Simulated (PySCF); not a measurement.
C2H10NSi2 (doublet state).
Z-matrix (Å and degrees, GFN2-xTB geometry), rows numbered from 1:
```
C 
C   1  1.4797
N   2  1.3766  1  123.55
Si  3  1.7532  2  114.78  1  -178.79
Si  3  1.7488  2  120.80  1     7.49
H   1  1.0886  2  109.63  3  -166.52
H   1  1.0913  2  111.30  3   -46.13
H   1  1.0980  2  112.38  3    73.90
H   2  1.0762  1  118.94  3  -168.40
H   4  1.4680  3  107.26  2    56.79
H   4  1.4553  3  106.86  2   177.37
H   4  1.4682  3  109.21  2   -61.26
H   5  1.4577  3  105.76  2  -174.37
H   5  1.4654  3  109.04  2   -54.60
H   5  1.4705  3  110.88  2    66.15
```

The hyperfine couplings belong to this conformer and change with its torsions.

Identity: `C[CH]N([SiH3])[SiH3]` [radical].

The calculation used UKS B3LYP, pcH-1 on C H N Si, non-relativistic, mean-field spin-orbit, GIAO (PySCF 2.14.0). The structure is a single GFN2-xTB conformer in the gas phase; no vibrational or solvent corrections. A GFN2-xTB geometry isn't a minimum of the functional, and hyperfine couplings can be far from their values at a DFT geometry. No stability test was run, so a lower SCF solution isn't excluded.

Question: Give the principal g shifts and their parts.

Answer: 
```csv
Δg (ppm),1,2,3
relativistic mass correction,-151,-151,-151
gauge correction,-5,27,31
orbital Zeeman/spin–orbit,-4,724,1135
total,-160,600,1015
```

So g = 2.00216, 2.00292, 2.00333 and g_iso = 2.00280; the tensor is rhombic: the two nearest values differ by 35 % of g3 − g1. 

Question: How much does each term add to the isotropic shift?

Answer: The orbital-Zeeman/spin–orbit term 618, the mass correction -151 and the gauge correction 18 ppm, for a total of 485 ppm. The orbital-Zeeman/spin–orbit term is the largest in size. The mass correction is the same along every axis, so the anisotropy comes from the other two: their spans along these axes are 36 (gauge) and 1139 ppm (orbital Zeeman/spin–orbit).

Question: What are the electron Larmor frequencies g μB B/h along the three axes at 350 mT?

Answer: 9.8080, 9.8117, 9.8137 GHz for g1, g2 and g3, a range of 5.8 MHz.

Question: In a frozen sample, at which fields do the three g values resonate at 9.5, 34, 94 and 263 GHz (hyperfine left aside), and which band first spreads them over more than twice a line width of 0.3 mT?

Answer: 
```json
{"band": "X", "GHz": "9.5", "B(g3) mT": "338.81", "B(g2) mT": "338.88", "B(g1) mT": "339.01", "spread mT": "0.20"}
{"band": "Q", "GHz": "34.0", "B(g3) mT": "1212.59", "B(g2) mT": "1212.84", "B(g1) mT": "1213.30", "spread mT": "0.71"}
{"band": "W", "GHz": "94.0", "B(g3) mT": "3352.45", "B(g2) mT": "3353.15", "B(g1) mT": "3354.42", "spread mT": "1.97"}
{"band": "J", "GHz": "263.0", "B(g3) mT": "9379.74", "B(g2) mT": "9381.68", "B(g1) mT": "9385.24", "spread mT": "5.51"}
```

The spread grows in proportion to the frequency. Q band is the first where it exceeds 0.6 mT.

Largest spin populations (Mulliken): C2 (+0.87), N3 (+0.08) and C1 (-0.08). C2 is the only atom above +0.15. The positive populations add up to 1.12 and the negative ones to -0.12, together 2S = 1. The angles at C2 add up to 359.0°, so it is planar; its axial dipolar tensor and the negative coupling of its proton fit spin in a p orbital normal to that plane.

The HOMO–LUMO gaps are 4.02 eV among the α and 7.09 eV among the β orbitals.
